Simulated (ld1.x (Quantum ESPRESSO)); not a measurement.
Sn (Z = 50), TM: configuration errors across variants

```json
{
 "Element": "tin (Sn)",
 "Generator": "ld1.x (Quantum ESPRESSO) 7.5",
 "Type": "norm-conserving Troullier–Martins (Kleinman–Bylander form)",
 "Functional": "PW91",
 "Relativity": "scalar-relativistic",
 "Frozen core": "[Kr] 4d10",
 "Valence charge": "4",
 "Reference configuration": "5s2 5p2",
 "Partial waves": "5s (bound): rc 1.70 bohr; 5p (bound): rc 2.65 bohr",
 "Local potential": "all-electron potential smoothed inside 1.70 bohr (lloc = -2)",
 "Core correction": "none"
}
```

All-electron excitation energies from the reference (eV): (1) 5s2 5p1 6.932; (2) 5s2 5p0 20.963; (3) 5s1 5p0 52.036; (4) 5s2 5p1.5 2.642; (5) 5s1 5p2 14.610; (6) 5s2 5p2.3 -0.862; (7) 5s0 5p4 14.243.

Errors AE − PS in meV (a dash: test not solved or not reliable):

```tsv
change	(1)	(2)	(3)	(4)	(5)	(6)	(7)	bound ghosts
base	+2.7	+37	+185	+0.2	+14	+0.4	+73	none
core correction a·sin(br)/r model core inside 1.04 bohr	-6.7	-56	-314	-1.3	-30	+0.1	-57	none
core correction a·sin(br)/r model core inside 1.28 bohr	-6.7	-56	-314	-1.3	-30	+0.1	-57	none
core correction a·sin(br)/r model core inside 1.48 bohr	-6.7	-56	-313	-1.3	-30	+0.2	-57	none
core correction a·sin(br)/r model core inside 1.74 bohr	-6.6	-56	-309	-1.3	-29	+0.1	-55	none
core correction a·sin(br)/r model core inside 2.02 bohr	-6.9	-57	-307	-1.3	-28	+0.1	-46	none
```

(1) Give the same row for: core correction a·sin(br)/r model core inside 0.82 bohr.

Results:

(1) -6.7, -56, -314, -1.3, -30, +0.1, -57; bound ghosts: none.
